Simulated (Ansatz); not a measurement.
The same atomization along the group F, Cl, Br, I.

Program: Ansatz. Geometries: PBE0-D4/def2-TZVP. ΔE: electronic, gas phase. CBS: MP2 limit from def2 TZ/QZ plus the TZ coupled-cluster correction, frozen cores. Small cases extrapolate CCSD(T) itself. Functionals use def2-TZVPP. B3LYP here is the variant with VWN-RPA as its local correlation; programs differ in this. Open shells (•) are unrestricted, without spin–orbit coupling. Spin–orbit coupling would lower the free atoms: a little for Cl, F, Si; clearly for Br; strongly for I. Elements past krypton have def2 core potentials. Bonds to Br, I are less sure, by a few kJ/mol each and by 10 to 20 or more in all where they break to atoms, as the def2 sets lack core-valence functions. Scalar relativity is left out up to krypton.

| reaction | ωB97X-V (eV) | B2PLYP (eV) | B3LYP-D4 (eV) | B97M-V (eV) | CCSD(T)/CBS(def2) (eV) |
| --- | --- | --- | --- | --- | --- |
| `F[SiH3]` → 3 H• + F• + Si• | 16.58 | 16.36 | 16.45 | 16.49 | 16.62 |
| `[SiH3]Cl` → 3 H• + Cl• + Si• | 14.83 | 14.49 | 14.62 | 14.83 | 14.78 |
| `[SiH3]Br` → 3 H• + Br• + Si• | 14.20 | 13.89 | 14.02 | 14.12 | 14.24 |
| `[SiH3]I` → 3 H• + I• + Si• | 13.52 | 13.22 | 13.36 | 13.41 | 13.58 |

Largest T1 diagnostic: 0.012, for Si•.

Extrapolated directly: `F[SiH3]` → 3 H• + F• + Si•; `[SiH3]Cl` → 3 H• + Cl• + Si•.

For atomizations the MP2-based limit and the directly extrapolated one differ by several kJ/mol either way, and by 10 to 25 for some Ge, Se and Sn compounds, so smaller differences from it don't rank the levels.
